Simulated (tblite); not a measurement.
Input of a run (GFN2-xTB geometry optimisation, gas phase (tblite 0.8.0)), started from a force field or distance geometry:
```
{"job": {"kind": "relax", "xc": "GFN2-xTB", "basis": "xTB"}, "charge": 0, "multiplicity": 2}
C     -2.603200     0.493400     0.493500
C     -1.514000    -0.356200     0.025900
O     -1.502000    -1.552500     0.345700
C     -0.444700     0.284700    -0.840300
C      0.886900    -0.478300    -0.774300
C      1.562400    -0.492500     0.586700
S      2.094900     1.166800     1.122900
H     -3.375800     0.050600     1.109200
H     -2.630600     1.539500     0.233000
H     -0.312700     1.322200    -0.535400
H     -0.822900     0.267600    -1.863400
H      0.717300    -1.519800    -1.088100
H      1.563900    -0.043700    -1.516200
H      2.463200    -1.126600     0.542700
H      0.904200    -0.901400     1.356600
H      3.005600     1.355200     0.175800
```

Output (eV, eV/Å):
```
step      E/eV     max force
  0    -612.68465    1.547
  1    -612.73072    0.464
  2    -612.74015    0.350
  3    -612.74539    0.217
  4    -612.74828    0.126
  5    -612.75161    0.143
  6    -612.75380    0.103
  7    -612.75582    0.120
  8    -612.75765    0.139
  9    -612.75975    0.127
 10    -612.76196    0.124
 11    -612.76397    0.105
 12    -612.76554    0.098
 13    -612.76678    0.084
 14    -612.76779    0.084
 15    -612.76851    0.074
 16    -612.76898    0.048
 17    -612.76936    0.055
 18    -612.76973    0.050
 19    -612.77003    0.048
 20    -612.77026    0.039
 21    -612.77045    0.038
 22    -612.77067    0.047
 23    -612.77092    0.053
 24    -612.77113    0.044
 25    -612.77128    0.030
 26    -612.77140    0.024
 27    -612.77150    0.027
 28    -612.77159    0.024
 29    -612.77166    0.025
 30    -612.77174    0.023
 31    -612.77185    0.027
 32    -612.77197    0.029
 33    -612.77208    0.029
 34    -612.77218    0.027
 35    -612.77229    0.025
 36    -612.77240    0.026
 37    -612.77252    0.026
 38    -612.77264    0.029
 39    -612.77276    0.030
 40    -612.77288    0.026
 41    -612.77301    0.035
 42    -612.77314    0.033
 43    -612.77328    0.029
 44    -612.77339    0.030
 45    -612.77348    0.024
 46    -612.77356    0.023
 47    -612.77365    0.021
 48    -612.77377    0.034
 49    -612.77389    0.032
 50    -612.77399    0.021
 51    -612.77405    0.020
 52    -612.77413    0.020
 53    -612.77423    0.031
 54    -612.77436    0.031
 55    -612.77449    0.026
 56    -612.77458    0.024
 57    -612.77465    0.019
 58    -612.77472    0.021
 59    -612.77479    0.019
 60    -612.77485    0.018
 61    -612.77490    0.016
 62    -612.77495    0.019
 63    -612.77500    0.016
 64    -612.77504    0.014
 65    -612.77507    0.015
 66    -612.77512    0.017
 67    -612.77518    0.022
 68    -612.77524    0.018
 69    -612.77529    0.018
 70    -612.77533    0.016
 71    -612.77539    0.020
 72    -612.77548    0.027
 73    -612.77559    0.025
 74    -612.77570    0.024
 75    -612.77578    0.021
 76    -612.77586    0.020
 77    -612.77595    0.023
 78    -612.77605    0.033
 79    -612.77614    0.034
 80    -612.77622    0.025
 81    -612.77629    0.019
 82    -612.77636    0.020
 83    -612.77641    0.019
 84    -612.77646    0.020
 85    -612.77652    0.023
 86    -612.77657    0.019
 87    -612.77661    0.016
 88    -612.77665    0.017
 89    -612.77669    0.018
 90    -612.77673    0.020
 91    -612.77681    0.017
 92    -612.77686    0.020
 93    -612.77692    0.020
 94    -612.77699    0.020
 95    -612.77706    0.016
 96    -612.77710    0.015
 97    -612.77715    0.015
 98    -612.77720    0.019
 99    -612.77725    0.016
100    -612.77729    0.009
```

**Question.** Summarise the run.

**Answer.** The energy falls by 2.1 kcal/mol over 100 L-BFGS steps, the largest force on an atom goes from 1.55 to 0.009 eV/Å, and the atoms move by 0.171 Å rms after alignment. The bond that changes most is C1–C2 (ends: carbon bonded to C and 2 H; carbon bonded to 2 C and O), which shortens by 0.045 Å. Bonds longer at the end by more than 0.005 Å: 2 of 15; shorter: 6. Among the angles that change most is C1–C2–O3, from 119.2° to 122.8°. Among the dihedrals that turn most is C1–C2–C4–H11, from -85° to -65°. The energy never rose by more than 1e-5 eV on the way. The first step brought 50 % of the lowering.

**Question.** What are the final bond lengths?

**Answer.** C1–C2 1.414 Å, C2=O3 1.233 Å, C2–C4 1.525 Å, C4–C5 1.525 Å, C5–C6 1.521 Å, C6–S7 1.827 Å, C1–H8 1.075 Å, C1–H9 1.075 Å, C4–H10 1.093 Å, C4–H11 1.093 Å, C5–H12 1.093 Å, C5–H13 1.093 Å, C6–H14 1.090 Å, C6–H15 1.089 Å, S7–H16 1.334 Å. Numbering counts from 1 in the input's order; the species is `[CH2]C(=O)CCCS` [radical].

Hardware: one thread, Arm Neoverse V2 (aarch64), no GPU, shared host with 96 logical CPUs at a one-minute load of 45. Cost: 0.5 s of wall time.

Its GFN2-xTB frequencies are all real (lowest 41 cm⁻¹). 3 starts were optimised and ended at 0.00, 1.41 and 2.13 kcal/mol (GFN2-xTB); the lowest of these is shown.

One conformer stands for the species.

The numbers are calculated, not measured.
